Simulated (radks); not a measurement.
The selenium ion Se+, 33 electrons, occupied as [Ar] 3d10 4s2 4p1 5s2 (not the ground configuration). All-electron calculation, scalar-relativistic Kohn-Sham, r2SCAN, spin-polarised, spherical densities, finite nucleus; open shells are filled with parallel spins first; meta-GGA in the generalised Kohn-Sham scheme; Fermi nuclear charge, rms radius 4.14 fm. Program: a radial shooting solver on a logarithmic mesh with Libxc functionals. Some entries of the table are withheld. Estimate them.

| orbital | occ. | eigenvalue (eV) | <r> (bohr) | <r^2> (bohr^2) |
|---|---|---|---|---|
| 1s up | 1 | -12561.24 | 0.04409 | 0.002618 |
| 1s down | 1 | -12561.13 | 0.04409 | 0.002618 |
| 2s up | 1 | -1642.884 | 0.1957 | 0.04518 |
| 2s down | 1 | -1642.868 | 0.1957 | 0.04518 |
| 2p up | 3 | -1445.663 | 0.1711 | 0.03585 |
| 2p down | 3 | -1445.584 | 0.1711 | 0.03585 |
| 3s up | 1 | -241.4201 | 0.5727 | 0.3775 |
| 3s down | 1 | -241.3305 | 0.5728 | 0.3775 |
| 3p up | 3 | -178.9471 | 0.5885 | 0.4061 |
| 3p down | 3 | -178.8396 | 0.5885 | 0.4058 |
| 3d up | 5 | -76.2507 | 0.6276 | 0.4910 |
| 3d down | 5 | -76.0894 | 0.6258 | 0.4873 |
| 4s up | 1 | -36.7326 | 1.662 | 3.130 |
| 4s down | 1 | -34.8237 | 1.656 | 3.119 |
| 4p up | 1 | -23.6110 | (1) | 4.278 |
| 4p down | 0 | -21.8000 | (2) | 4.432 |
| 5s down | 1 | -8.6269 | 4.273 | 20.35 |
| 5s up | 1 | -8.6014 | 4.264 | 20.27 |
| 4d up | 0 | -7.5216 | 3.212 | 12.13 |
| 4d down | 0 | -6.7850 | 3.475 | 14.14 |
| 5p up | 0 | (3) | 4.913 | 27.00 |
| 5p down | 0 | (4) | 4.929 | 27.28 |

Answer. 
(1) 4p up <r> (bohr): 1.931
(2) 4p down <r> (bohr): 1.958
(3) 5p up eigenvalue (eV): -5.7383
(4) 5p down eigenvalue (eV): -5.6987
